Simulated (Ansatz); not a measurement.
Mulliken charges of C$_{3}$H$_{5}$GaO (`OC#C[CH2][GaH2]`) from r2SCAN/def2-TZVPP in Ansatz (PBE0-D4/def2-TZVP geometry).

| atom | x (Å) | y (Å) | z (Å) | charge (e) |
| --- | --- | --- | --- | --- |
| O1 | -0.705 | -0.806 | 2.981 | -0.303 |
| C2 | -0.414 | -0.703 | 1.709 | 0.411 |
| C3 | -0.150 | -0.710 | 0.537 | -0.316 |
| C4 | 0.170 | -0.643 | -0.869 | -0.339 |
| Ga5 | 0.395 | 1.216 | -1.534 | 0.264 |
| H6 | -0.758 | 0.071 | 3.377 | 0.242 |
| H7 | -0.607 | -1.110 | -1.486 | 0.087 |
| H8 | 1.098 | -1.178 | -1.102 | 0.087 |
| H9 | 0.210 | 2.435 | -0.563 | -0.067 |
| H10 | 0.760 | 1.427 | -3.051 | -0.065 |

By hand: the dipole of these point charges (1 e Å = 4.8032 D).

Σ q r = (-0.067, 0.281, 0.347) e Å, of length 0.452 e Å = 2.17 D.

How does the dipole of the full density compare? (An estimate is asked.)

Computed: (0.001, 0.242, 0.041) e Å, 1.18 D; the point charges give 1.84 times that, at 42° from its direction.

Point charges leave out the atoms' own dipoles, such as those of lone pairs, and Mulliken's split depends on the basis, so the two needn't agree.
